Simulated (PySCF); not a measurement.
Stepwise substitution at one centre (Al SiH3-I). All species are isolated molecules in the gas phase. Strings in code marks are SMILES.

The T1 excitation (TDA) from two functionals at the same geometries (B3LYP-D3(BJ)/def2-TZVP), both in PySCF: PBE-D3(BJ)/def2-TZVP and B3LYP-D3(BJ)/def2-TZVP. B3LYP has the VWN-RPA correlation part, as in Gaussian. Excitations are Tamm–Dancoff values on a coarser integration grid. The basis has no diffuse functions, so Rydberg states are missing or too high.

| species | PBE-D3(BJ)/def2-TZVP (eV) |
|---|---|
| 0 of 3 SiH3 replaced by I (`[SiH3][Al]([SiH3])[SiH3]`) | 2.63 |
| 1 of 3 SiH3 replaced by I | 2.74 |
| 2 of 3 SiH3 replaced by I | 3.48 |
| 3 of 3 SiH3 replaced by I (`[Al]([I])([I])[I]`) | 3.76 |

**Question.** What does B3LYP-D3(BJ)/def2-TZVP give for each?

**Answer.** 
- 0 of 3 SiH3 replaced by I (`[SiH3][Al]([SiH3])[SiH3]`): 2.86
- 1 of 3 SiH3 replaced by I: 2.99
- 2 of 3 SiH3 replaced by I: 3.77
- 3 of 3 SiH3 replaced by I (`[Al]([I])([I])[I]`): 4.11
Over these rows, drawn at random from the members with no instability flagged (it was tested for open shells, ions and some series alone), PBE minus B3LYP-D3(BJ): mean -0.28 eV, from -0.35 eV to -0.22 eV.
